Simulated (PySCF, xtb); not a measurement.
Zn(Cl)(NH2) (ClH2NZn), SMILES [NH2][Zn][Cl].

GFN2-xTB (xtb 6.7.1) at its own geometry gives an orbital gap of 3.46 eV and a dipole moment of 3.59 D.

Coordinates come from a r2SCAN-D4/def2-TZVP optimisation. One conformer was computed; it need not be the lowest.

What does HF/def2-TZVPD (PySCF) give? (An estimate is asked for; the answer gives what the named calculation found.)

gap 11.81 eV (levels -10.77 and 1.04 eV), dipole 2.32 D.
